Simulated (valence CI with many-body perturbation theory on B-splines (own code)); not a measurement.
The numbers below are computed, except where a source is named.
Hyperfine factors and g values of As11+

Level of theory: valence CI with perturbative core correlation (CI+MBPT): four valence electrons over a frozen Dirac-Fock core [Ar], a basis of 9 s, 9 p, 10 d, 8 f, 5 g, 3 h, 1 i functions for each j, with the one-electron correlation potential Σ1 (screened to all orders), the two-electron term Σ2, the three-electron term Σ3, Breit, model QED; selected single and double excitations, second order for the rest, scaled by the run's own slope (own B-spline code, finite nucleus).

No measured levels were compared; by estimate terms of the open shell hold to 2 to 4 % of their energy, and close levels can change places. Core correlation moves these levels by up to 6200 cm⁻¹, and in measured spectra 5 to 20 % of such shifts remained as error; rates that hang on mixing are uncertain with them. Only levels of the ground parity were solved; by the run's estimate the other parity begins above the list, which can be wrong where configurations are misplaced.

A/g_I is the dipole constant over the nuclear g factor μ/I (μ in nuclear magnetons, uniformly magnetised nucleus), B/Q the quadrupole constant per barn. Both hold the static response of the core; the bare values leave it out. Large factors of s and p1/2 electrons are usually good to 5 to 10 %; those of open d and f shells near neutrality can be off by tens of per cent, and small factors of p3/2, d and f electrons come from cancelling terms and can be off by a factor of two or in sign, in half-filled shells by more. B is blank for J = 1/2, where it vanishes, and for nearly pure S terms. Energies count from the lowest level. Levels with J = 0 are left out.

Names give the largest LS component (configuration and term), which can be under half, so a name can repeat, a term be missing and a line seem to break the LS rules; names also repeat where a configuration has a term twice. Letters in brackets count levels of one name in rising energy.

```tsv
Level	E (eV)	g	A/g_I (MHz)	A/g_I bare	B/Q (MHz/b)	B/Q bare
3d4 5D_1	0.140	1.499	179	406	1060	1100
3d4 5D_2	0.373	1.498	468	695	668	689
3d4 5D_3	0.664	1.497	796	1020	-750	-776
3d4 5D_4	0.986	1.496	1130	1350	-3090	-3200
3d4 3H_4	5.701	0.857	2510	2470	1620	1680
3d4 3H_5	6.028	1.046	2100	2140	1850	1910
3d4 3P_1 [a]	6.062	1.486	882	1100	-142	-151
3d4 3H_6	6.275	1.160	2000	2090	1560	1610
3d4 3F_3 [a]	6.443	0.974	2330	2350	93.4	96.9
3d4 3F_2 [a]	6.516	0.675	2910	2810	-212	-221
3d4 3F_4 [a]	6.645	1.158	1780	1870	-289	-299
3d4 3P_2 [a]	7.042	1.482	1090	1300	60.0	59.9
3d4 3G_3	7.381	0.862	2360	2330	-671	-699
3d4 3G_4	7.483	1.070	2100	2150	-884	-917
3d4 3G_5	7.718	1.185	1740	1840	-1140	-1180
3d4 3D_3	8.881	1.326	1480	1640	430	451
3d4 3D_2	8.983	1.166	1790	1890	599	624
3d4 1I_6	8.990	1.004	2220	2240	3040	3140
3d4 3D_1	9.152	0.513	3310	3140	356	370
3d4 1G_4 [a]	9.329	1.015	1990	2020	-1310	-1350
3d4 1D_2 [a]	11.319	1.009	2230	2260	1670	1720
3d4 1F_3	12.584	1.006	2170	2190	3680	3800
3d4 3P_2 [b]	14.597	1.489	1010	1240	812	845
3d4 3F_4 [b]	14.869	1.243	1490	1610	3420	3530
3d4 3F_2 [b]	14.973	0.673	3270	3160	2630	2720
3d4 3F_3 [b]	15.071	1.079	2120	2180	2770	2870
3d4 3P_1 [b]	15.331	1.498	268	495	-668	-691
3d4 1G_4 [b]	16.947	1.004	2280	2310	1280	1320
3d4 1D_2 [b]	22.206	0.999	2220	2240	-3650	-3770
```

Take the isotope of mass number 75, with I = 3/2, μ = 1.4383 μN and Q = 0.311 b. What is the hyperfine structure of 3d4 3H_4?

From the table A = 2400 MHz, B = 504 MHz. Shifts from the centre of gravity in MHz: F = 5/2: -17800, F = 7/2: -9700, F = 9/2: 980, F = 11/2: 14500.
